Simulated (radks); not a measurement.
K II, configuration [Ar] (the NIST ground configuration). Method: Dirac Kohn-Sham, BLYP, spin-unpolarised, spherical densities, finite nucleus; Fermi nuclear charge, rms radius 3.4349 fm; computed with a radial shooting solver on a logarithmic mesh with Libxc functionals.

Normalised radial functions P(r) = r R(r) (large component), r in bohr:

```
   r/bohr * 2s1/2, o 2p3/2 (the largest magnitude, 1.68, reaches the edge; | marks zero, & curves that meet)
 0.004273                             o  *
 0.006124                             o   *
 0.008778                             o     *
  0.01248                             o      *
  0.01789                             |o       *
  0.02564                             | o        *
  0.03675                             |  o         *
  0.05268                             |     o     *
  0.07551                             |        *o
   0.1082                             *              o
   0.1539                  *          |                    o
   0.2206       *                     |                         o
   0.3162  *                          |                        o
   0.4532       *                     |                   o
   0.6495                 *           |          o
    0.931                         *   |   o
    1.334                            *|o
    1.897                             &
     2.72                             &
    3.898                             &
```

2s1/2: eigenvalue -359.46 eV, 1 radial node at r = 0.110 bohr, <r> = 0.388 bohr, 90 % of the charge inside 0.605 bohr. 2p3/2: eigenvalue -285.42 eV, 0 radial nodes, <r> = 0.351 bohr, 90 % of the charge inside 0.581 bohr.
